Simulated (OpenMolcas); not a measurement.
**Cr2+: moving or changing the point charges**

Cr2+ among 4 point charges of -2 e arranged as a tetrahedron (Td), 1.96 Å from the ion.
```
   1.1316    1.1316    1.1316  -2.00
   1.1316   -1.1316   -1.1316  -2.00
  -1.1316    1.1316   -1.1316  -2.00
  -1.1316   -1.1316    1.1316  -2.00
```

```
Program             : OpenMolcas
Method              : CASSCF
Basis               : ANO-RCC-VDZP [5s4p2d1f]
Scalar Hamiltonian  : DKH2, point nucleus
Active space        : 4 electrons in 5 orbitals (3d)
State averaging     : 2S+1 = 5 even, 5 roots; 2S+1 = 3 even, 45 roots; 2S+1 = 1 even, 50 roots
Spin-orbit coupling : state interaction with AMFI integrals over the reference wave functions
```

Runs around this geometry, states (labels of Td). Energies in cm-1 above the lowest state or level, χT in cm3 K/mol; under a threefold ground state the first gap can be a small split of the lowest multiplet, not the spin-orbit step; 10Dq and B are least-squares fits to the states below 45000 cm-1, weighted by degeneracy, with a free offset, and given where the rms deviation is under 5 % of |10Dq| (or 100 cm-1) and under 700 cm-1; 10Dq is negative for this site.

| R (Å) | q (e) | Ground state | First state of that spin | 10Dq | B (rms of fit) | First gap with spin-orbit (degeneracies) | χT at 300 K | First state of another spin |
| --- | --- | --- | --- | --- | --- | --- | --- | --- |
| 1.96 | -1 | 5T2 | 5E 1520 |  |  | 29.8 (1, 3) | 2.494 | 3T1 18596 |
| 1.85 | -2 | 5T2 | 5E 2423 |  |  | 19.8 (1, 3) | 2.637 | 3T1 17929 |
| 1.96 | -2 | 5T2 | 5E 2164 |  |  | 22.2 (1, 3) | 2.590 | 3T1 18067 |
| 2.18 | -2 | 5T2 | 5E 1598 | -1655 | 986 (86) | 28.4 (1, 3) | 2.514 | 3T1 18519 |

Taking the first state of the same spin as R^-n, n = -ln(1598 / 2423) / ln(2.18 / 1.85) = 2.5 between the shortest and longest distance.

Scaling the charges by -1 / -2 = 0.50 scales the first state of the same spin by 1520 / 2164 = 0.70; with fixed orbitals a first-order splitting would follow the charge.

An orbital triplet at a regular site is open to Jahn-Teller coupling, which can distort the site and quench the lowest spin-orbit gaps and is left out. Without dynamic correlation the repulsion within the d shell is too large (B by tens of per cent), so at a given field states of lower spin stand too high. The ground term spreads over less than 5000 cm-1, several times less than with real ligands, so orbital moments are less quenched and χT lies further from the spin-only value than at real sites. This is an electrostatic model: the charges have no orbitals. No measured value stands beside these numbers.
